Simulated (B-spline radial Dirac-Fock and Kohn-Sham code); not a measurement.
# Relativistic shifts of the levels of Tb²⁸⁺

System: the Tb²⁸⁺ ion, 1s2 2s2 2p6 3s2 3p6 3d10 4s2 4p6 4d1.

Both columns are ΔSCF binding energies of the configuration average from a radial finite-basis atomic code: non-relativistic Hartree-Fock with a point nucleus, and Dirac-Fock with a finite nucleus and the Coulomb interaction alone, averaged over the two j levels with weights 2j+1.

| shell | Hartree-Fock (eV) | Dirac-Fock (eV) | shift (eV) | shift (%) |
| --- | --- | --- | --- | --- |
| 1s | 50031.1 | 53230.7 | +3199.57 | +6.40 |
| 2s | 8920.2 | 9748.8 | +828.63 | +9.29 |
| 2p | 8523.9 | 8790.1 | +266.25 | +3.12 |
| 3s | 2744.7 | 2945.9 | +201.23 | +7.33 |
| 3p | 2568.6 | 2641.3 | +72.65 | +2.83 |
| 3d | 2245.2 | 2232.0 | -13.23 | -0.59 |
| 4s | 1195.2 | 1256.3 | +61.11 | +5.11 |
| 4p | 1114.9 | 1137.8 | +22.90 | +2.05 |
| 4d | 993.3 | 991.6 | -1.71 | -0.17 |

Relativity binds 1s, 2s, 2p, 3s, 3p, 4s, 4p more strongly, among those listed most of all 2s in relative terms, and 3d, 4d more weakly, because the contracted s and p shells screen the nucleus better.

Values without a named source are computed, but for edge energies of neutral atoms, which are taken from tables.
